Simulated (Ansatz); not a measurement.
`[CH3][GaH][NH]CF` + `[F][GeH3]` → `[CH3][GaH][GeH2][F]` + `NCF`  (formal exchange of groups at a Ga–N bond)

Isolated molecules relaxed with PBE0-D4/def2-TZVP in Ansatz; ΔE leaves out vibrations. CBS: MP2 limit from def2 TZ/QZ plus the TZ coupled-cluster correction, frozen cores. DFT in def2-TZVPP. B3LYP here is the variant with VWN-RPA as its local correlation; programs differ in this. For Ga, Ge outer-core shells are correlated without core-valence functions, which leaves a few kJ/mol of doubt a bond. Scalar relativity is left out up to krypton. Each species was taken in one conformer, which may not be the lowest.

`[CH3][GaH][NH]CF`:

Cartesian coordinates in Å:
```
C 0.644 1.155 1.442
Ga -0.857 0.976 0.196
N -0.718 -0.358 -1.066
C 0.247 -1.373 -1.059
F -0.127 -2.465 -0.253
H 0.413 1.847 2.252
H 1.526 1.532 0.916
H 0.904 0.185 1.871
H -2.145 1.854 0.078
H -1.495 -0.549 -1.679
H 0.417 -1.794 -2.055
H 1.191 -1.009 -0.643
```

`[F][GeH3]`:

```xyz
5

F    -1.117    0.642    1.032
Ge    0.061   -0.035   -0.057
H     0.832    1.152   -0.647
H     0.954   -0.950    0.791
H    -0.730   -0.808   -1.119
```

`[CH3][GaH][GeH2][F]`:

Z-matrix (Å, degrees):
```
C
Ga 1 1.962
H 1 1.094 2 109.4
H 1 1.089 2 112.0 3 -120.7
H 1 1.093 2 110.1 3 117.4
Ge 2 2.459 1 120.0 3 115.8
H 2 1.575 1 121.7 3 -63.9
F 6 1.761 2 106.9 1 0.7
H 6 1.545 2 116.1 1 -115.3
H 6 1.545 2 116.1 1 116.6
```

`NCF`:

```xyz
7

N    -0.891    0.060    0.037
C     0.470   -0.066   -0.276
F     1.320    0.031    0.840
H    -1.221   -0.672    0.650
H    -1.120    0.963    0.430
H     0.666   -1.044   -0.721
H     0.776    0.728   -0.960
```

Problem. Is it downhill or uphill in electronic energy at CCSD(T)/CBS, and by how much? (An estimate is asked.)

Solution. Ansatz gave: Uphill: ΔE = +5.0 kcal/mol.

Problem. What do these levels give: r2SCAN-D4, ωB97X-V, ωB97M-V, B2PLYP, PBE0, B3LYP, HF/def2-TZVPP, MP2/def2-TZVPP, MP2/def2-QZVPP, HF/CBS(def2), MP2/CBS(def2), CCSD/CBS(def2)? (Best estimate.)

Solution. The calculation gave: r2SCAN-D4 3.3, ωB97X-V 4.3, ωB97M-V 3.6, B2PLYP 4.1, PBE0 1.2, B3LYP 2.1, HF/def2-TZVPP 4.4, MP2/def2-TZVPP 6.5, MP2/def2-QZVPP 6.5, HF/CBS(def2) 4.9, MP2/CBS(def2) 6.2, CCSD/CBS(def2) 4.6 kcal/mol.

Largest T1 diagnostic among the species: 0.013.

The D4 term adds +0.8 kcal/mol with B3LYP and +0.4 kcal/mol with PBE0; it sums over pairs of atoms, weighted by their polarisabilities, and B3LYP, whose exchange is more repulsive, gets the larger term. In def2-TZVPP, CCSD(T) changes the Hartree–Fock value by +0.9 kcal/mol (the triples alone add +0.4 kcal/mol) and MP2 by +2.1 kcal/mol.
